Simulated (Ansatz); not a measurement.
Results of the Gaussian-basis code of Ansatz.

A structure relaxed at PBE0-D4/def2-TZVP, charge 0, multiplicity 2:

```tsv
atom	x (Å)	y (Å)	z (Å)
C1	-1.5091	-0.8994	-1.2745
C2	-1.1174	0.2838	-0.9001
Si3	0.6162	0.5980	-0.2450
C4	0.9164	-0.3460	1.3385
H5	-2.3858	-1.3958	-1.6682
H6	-1.8155	1.1291	-0.9546
H7	1.6141	0.1989	-1.2738
H8	0.7522	2.0629	-0.0119
H9	0.2094	-0.0405	2.1129
H10	0.7904	-1.4175	1.1672
H11	1.9294	-0.1735	1.7097
```

Question: Give its formula and SMILES.

Answer: C3H7Si, `[CH]=C[SiH2]C`.

Question: Summarise the bond lengths by kind.

Answer: 1 × C–C 1.301 Å; 5 × C–H 1.082 to 1.098 Å; 2 × C–Si 1.868 to 1.880 Å; 2 × H–Si 1.488 to 1.490 Å.
